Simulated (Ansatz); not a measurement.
H4BNSi, SMILES `B[Si]N` (excited triplet) (charge 0, multiplicity 3). This triplet is an excited state, 0.72 eV above the relaxed singlet at the level frozen-core CCSD(T)/cc-pVTZ // PBE0-D3(BJ)/def2-TZVP (Ansatz, a quantum-chemistry and plane-wave program).

Cartesian coordinates (Å):
SMILES: B[Si]N
```xyz
7

B     -1.5843    -0.1771     0.0920
Si     0.1934    -0.5658     0.7070
N      1.5613     0.1256    -0.0301
H     -1.6481     0.5804    -0.8364
H     -2.5307    -0.6719     0.6190
H      2.5078    -0.0513     0.2606
H      1.5006     0.7601    -0.8121
```
Charge 0, spin multiplicity 3.

Frozen-core energies in 6-31g from Ansatz at a geometry from PBE0-D3(BJ)/def2-TZVP; the HF reference has <S^2> = 2.01 and the T1 diagnostic is 0.025.

| level | energy (Ha) |
|---|---|
| HF | -370.25257 |
| MP2 | -370.45075 |
| CCSD | -370.48130 |
| CCSD(T) | -370.48673 |

Problem. Estimate the energies of CCSDT and CCSDT(Q), and give each level's difference from CCSDT(Q).

Solution. 
```
level     energy (Ha)  difference from CCSDT(Q) (mHa)
--------  -----------  ------------------------------
MP2        -370.45075                           37.54
CCSD       -370.48130                            6.99
CCSD(T)    -370.48673                            1.55
CCSDT      -370.48771                            0.57
CCSDT(Q)   -370.48828                            0.00
```
